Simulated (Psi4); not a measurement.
Psi4 input (wB97X-D/6-311+G**):

```
memory 1500 MB

molecule {
-1 1
C    -0.82887000    0.04033900    0.27540500
C     0.65302600   -0.04629900   -0.02558100
Cl    1.33388900   -1.61785500    0.59742100
Cl    1.54924600    1.29747400    0.81855200
Cl   -1.54790100   -1.30891400   -0.83225800
Cl   -1.33073600    1.63090200   -0.60926900
H     0.97858500    0.00845700   -1.06452000
symmetry c1
no_reorient
no_com
}

set {
  basis 6-311+G**
  reference rks
  scf_type df
  df_basis_scf def2-universal-jkfit
  dft_radial_points 99
  dft_spherical_points 590
  e_convergence 1e-8
  d_convergence 1e-7
  maxiter 150
}

e = energy('wb97x-d')
print_out(f'\nFINAL {e:.10f} DIPOLE {variable("CURRENT DIPOLE")[0]:.6f} {variable("CURRENT DIPOLE")[1]:.6f} {variable("CURRENT DIPOLE")[2]:.6f}\n')
```

Output:

```
   => Loading Basis Set <=

    Name: 6-311+G**
    Role: ORBITAL
    Keyword: BASIS
    atoms 1-2 entry C          line   129 file 6-311pgss.gbs
    atoms 3-6 entry CL         line   468 file 6-311pgss.gbs
    atoms 7   entry H          line    42 file 6-311pgss.gbs

   => WB97X-D: Empirical Dispersion <=

    Chai and Head-Gordon Dispersion Correction
    Chai, J.-D.; Head-Gordon, M. (2010), J. Chem. Phys., 132: 6615-6620

        s6 =       1.000000

         ---------------------------------------------------------
                                   SCF
               by Justin Turney, Rob Parrish, Andy Simmonett
                          and Daniel G. A. Smith
                              RKS Reference
         ---------------------------------------------------------

  ==> Geometry <==

    Molecular point group: c1
    Full point group: C1

    Geometry (in Angstrom), charge = -1, multiplicity = 1:

       Center              X                  Y                   Z               Mass
    ------------   -----------------  -----------------  -----------------  -----------------
         C           -0.828870000000     0.040339000000     0.275405000000    12.000000000000
         C            0.653026000000    -0.046299000000    -0.025581000000    12.000000000000
         CL           1.333889000000    -1.617855000000     0.597421000000    34.968852682000
         CL           1.549246000000     1.297474000000     0.818552000000    34.968852682000
         CL          -1.547901000000    -1.308914000000    -0.832258000000    34.968852682000
         CL          -1.330736000000     1.630902000000    -0.609269000000    34.968852682000
         H            0.978585000000     0.008457000000    -1.064520000000     1.007825032230

  Running in c1 symmetry.

  Rotational constants: A =      0.05427  B =      0.04417  C =      0.02489 [cm^-1]
  Rotational constants: A =   1627.11296  B =   1324.18655  C =    746.27981 [MHz]
  Nuclear repulsion =  495.647328109123066

  Charge       = -1
  Multiplicity = 1
  Electrons    = 82
  Nalpha       = 41
  Nbeta        = 41

  ==> Algorithm <==

  SCF Algorithm Type is DF.
  DIIS enabled.
  MOM disabled.
  Fractional occupation disabled.
  Guess Type is SAD.
  Energy threshold   = 1.00e-08
  Density threshold  = 1.00e-07
  Integral threshold = 1.00e-12

  ==> Primary Basis <==

  Basis Set: 6-311+G**
    Blend: 6-311+G**
    Number of shells: 80
    Number of basis functions: 170
    Number of Cartesian functions: 176
    Spherical Harmonics?: true
    Max angular momentum: 2

  ==> DFT Potential <==

   => LibXC <=

    Version 7.1.2
    S. Lehtola, C. Steigemann, M. J. T. Oliveira, and M. A. L. Marques,  SoftwareX 7, 1–5 (2018) (10.1016/j.softx.2017.11.002)

   => Composite Functional: WB97X-D <=

    wB97X-D Hyb-GGA Exchange-Correlation Functional

    J.-D. Chai and M. Head-Gordon,  Phys. Chem. Chem. Phys. 10, 6615–6620 (2008) (10.1039/B810189B)

    Deriv               =              1
    GGA                 =           TRUE
    Meta                =          FALSE

    Exchange Hybrid     =           TRUE
    MP2 Hybrid          =          FALSE

   => Exchange-Correlation Functionals <=

    1.0000   wB97X-D range-separated functional

   => Exact (HF) Exchange <=

    0.7780            HF,LR [omega = 0.2000]
    0.2220               HF

   => LibXC Density Thresholds  <==

    XC_HYB_GGA_XC_WB97X_D:  1.00E-14

   => Molecular Quadrature <=

    Radial Scheme          =       TREUTLER
    Pruning Scheme         =           NONE
    Nuclear Scheme         =       TREUTLER

    Blocking Scheme        =         OCTREE
    BS radius alpha        =              1
    Pruning alpha          =              1
    Radial Points          =             99
    Spherical Points       =            590
    Total Points           =         387561
    Total Blocks           =           2854
    Max Points             =            256
    Max Functions          =            142
    Weights Tolerance      =       1.00E-15

   => Loading Basis Set <=

    Name: DEF2-UNIVERSAL-JKFIT
    Role: JKFIT
    Keyword: DF_BASIS_SCF
    atoms 1-2 entry C          line   198 file def2-universal-jkfit.gbs
    atoms 3-6 entry CL         line   986 file def2-universal-jkfit.gbs
    atoms 7   entry H          line    18 file def2-universal-jkfit.gbs

  ==> Integral Setup <==

  SCF_SUBTYPE=INCORE selected. In-core MEM_DF algorithm will be used.
  Using in-core AOs.

  ==> MemDFJK: Density-Fitted J/K Matrices <==

    J tasked:                   Yes
    K tasked:                   Yes
    wK tasked:                  Yes
    Omega:                2.000E-01
    Algorithm:                 Core
    Schwarz Cutoff:           1E-12
    Mask sparsity (%):       8.2907
    Fitting Condition:        1E-10

   => Auxiliary Basis Set <=

  Basis Set: DEF2-UNIVERSAL-JKFIT
    Blend: DEF2-UNIVERSAL-JKFIT
    Number of shells: 208
    Number of basis functions: 680
    Number of Cartesian functions: 818
    Spherical Harmonics?: true
    Max angular momentum: 4

  Cached 33.4% of DFT collocation blocks in 0.426 [GiB].

  Minimum eigenvalue in the overlap matrix is 3.3988404081E-05.
  Reciprocal condition number of the overlap matrix is 3.4603345948E-06.
    Using symmetric orthogonalization.

  ==> Pre-Iterations <==

  SCF Guess: Superposition of Atomic Densities via on-the-fly atomic UHF (no occupation information).

   -------------------------
    Irrep   Nso     Nmo
   -------------------------
     A        170     170
   -------------------------
    Total     170     170
   -------------------------

  ==> Iterations <==

                           Total Energy        Delta E     RMS |[F,P]|

   @DF-RKS iter SAD: -1917.22775997907002   -1.91723e+03   0.00000e+00
   @DF-RKS iter   1: -1917.52537717223936   -2.97617e-01   2.81547e-03 DIIS/ADIIS
   @DF-RKS iter   2: -1917.57815795571946   -5.27808e-02   2.10716e-03 DIIS/ADIIS
   @DF-RKS iter   3: -1917.63622173646922   -5.80638e-02   6.41597e-04 DIIS/ADIIS
   @DF-RKS iter   4: -1917.64177978177077   -5.55805e-03   9.71700e-05 DIIS
   @DF-RKS iter   5: -1917.64198570349549   -2.05922e-04   3.34840e-05 DIIS
   @DF-RKS iter   6: -1917.64201180706391   -2.61036e-05   1.38475e-05 DIIS
   @DF-RKS iter   7: -1917.64201730375112   -5.49669e-06   5.06845e-06 DIIS
   @DF-RKS iter   8: -1917.64201881301392   -1.50926e-06   1.87242e-06 DIIS
   @DF-RKS iter   9: -1917.64201922663256   -4.13619e-07   7.08475e-07 DIIS
   @DF-RKS iter  10: -1917.64201926063561   -3.40031e-08   2.09512e-07 DIIS
   @DF-RKS iter  11: -1917.64201926359920   -2.96359e-09   4.02135e-08 DIIS
  Energy and wave function converged.

  ==> Post-Iterations <==

   Electrons on quadrature grid:
      Ntotal   =   82.0000006717 ; deviation = 6.717e-07

    Orbital Energies [Eh]
    ---------------------

    Doubly Occupied:

       1A   -101.580403     2A   -101.580403     3A   -101.541882
       4A   -101.541882     5A    -10.268964     6A    -10.194927
       7A     -9.449336     8A     -9.449324     9A     -9.410234
      10A     -9.410223    11A     -7.198371    12A     -7.198370
      13A     -7.188665    14A     -7.188664    15A     -7.188649
      16A     -7.188648    17A     -7.158380    18A     -7.158379
      19A     -7.150218    20A     -7.150218    21A     -7.150035
      22A     -7.150034    23A     -0.862294    24A     -0.784815
      25A     -0.776271    26A     -0.727926    27A     -0.633957
      28A     -0.509129    29A     -0.416282    30A     -0.393440
      31A     -0.361708    32A     -0.306480    33A     -0.283517
      34A     -0.262632    35A     -0.258377    36A     -0.251597
      37A     -0.250510    38A     -0.231780    39A     -0.225802
      40A     -0.202518    41A     -0.115577

    Virtual:

      42A      0.177760    43A      0.183502    44A      0.191949
      45A      0.205950    46A      0.222089    47A      0.223005
      48A      0.225948    49A      0.230766    50A      0.254042
      51A      0.258662    52A      0.259768    53A      0.275420
      54A      0.282112    55A      0.287316    56A      0.291090
      57A      0.291358    58A      0.296309    59A      0.299948
      60A      0.316480    61A      0.323603    62A      0.340284
      63A      0.351961    64A      0.355728    65A      0.357270
      66A      0.403008    67A      0.403852    68A      0.414547
      69A      0.434117    70A      0.439057    71A      0.471368
      72A      0.608650    73A      0.613860    74A      0.646028
      75A      0.646643    76A      0.651617    77A      0.662818
      78A      0.672484    79A      0.674484    80A      0.680855
      81A      0.688879    82A      0.700760    83A      0.702328
      84A      0.721938    85A      0.730128    86A      0.747586
      87A      0.812745    88A      0.817365    89A      0.839826
      90A      0.886862    91A      0.983288    92A      1.010378
      93A      1.081267    94A      1.088029    95A      1.096651
      96A      1.098015    97A      1.110586    98A      1.115375
      99A      1.117173   100A      1.122459   101A      1.148320
     102A      1.155134   103A      1.155381   104A      1.157530
     105A      1.167034   106A      1.184220   107A      1.203949
     108A      1.227615   109A      1.253539   110A      1.285919
     111A      1.329035   112A      1.337577   113A      1.359286
     114A      1.396198   115A      1.463779   116A      1.467908
     117A      1.512198   118A      1.656319   119A      1.702210
     120A      1.813729   121A      1.887374   122A      1.906335
     123A      1.966080   124A      2.035927   125A      2.165828
     126A      2.192978   127A      2.240470   128A      2.363195
     129A      2.517527   130A      2.518501   131A      2.534906
     132A      2.540377   133A      2.549201   134A      2.563371
     135A      2.565880   136A      2.612916   137A      2.639257
     138A      2.692206   139A      2.758094   140A      2.767963
     141A      2.796965   142A      2.941878   143A      3.161247
     144A      3.240516   145A      3.337512   146A      3.378062
     147A      3.507055   148A      4.008647   149A      9.955030
     150A      9.977750   151A     10.003054   152A     10.047749
     153A     23.770802   154A     23.942447   155A     26.091664
     156A     26.098863   157A     26.130301   158A     26.132385
     159A     26.158334   160A     26.167177   161A     26.200211
     162A     26.285853   163A     26.436382   164A     26.733700
     165A     26.810652   166A     26.887026   167A    216.034279
     168A    216.047556   169A    216.081131   170A    216.132369

    Final Occupation by Irrep:
              A
    DOCC [    41 ]
    NA   [    41 ]
    NB   [    41 ]

  @DF-RKS Final Energy: -1917.64201926359920

   => Energetics <=

    Nuclear Repulsion Energy =            495.6473281091230660
    One-Electron Energy =               -3647.6770625366425520
    Two-Electron Energy =                1324.8535231681739788
    DFT Exchange-Correlation Energy =     -90.4636544421606885
    Empirical Dispersion Energy =          -0.0021535620928437
    VV10 Nonlocal Energy =                  0.0000000000000000
    Total Energy =                      -1917.6420192635991953

Computation Completed

Properties will be evaluated at   0.000000,   0.000000,   0.000000 [a0]

Properties computed using the SCF density matrix

 Multipole Moments:

 ------------------------------------------------------------------------------------
     Multipole            Electronic (a.u.)      Nuclear  (a.u.)        Total (a.u.)
 ------------------------------------------------------------------------------------

 L = 1.  Multiply by 2.5417464519 to convert [e a0] to [Debye]
 Dipole X            :          1.2147856           -0.0000246            1.2147610
 Dipole Y            :         -0.0643065            0.0000302           -0.0642763
 Dipole Z            :         -0.3356760            0.0000113           -0.3356647
 Magnitude           :                                                    1.2619217

 ------------------------------------------------------------------------------------

FINAL -1917.6420192636 DIPOLE 1.214761 -0.064276 -0.335665

*** Psi4 exiting successfully. Buy a developer a beer!
```

The dipole moment of an ion depends on the origin.

The geometry given is a B3LYP-D3(BJ)/def2-TZVP minimum.
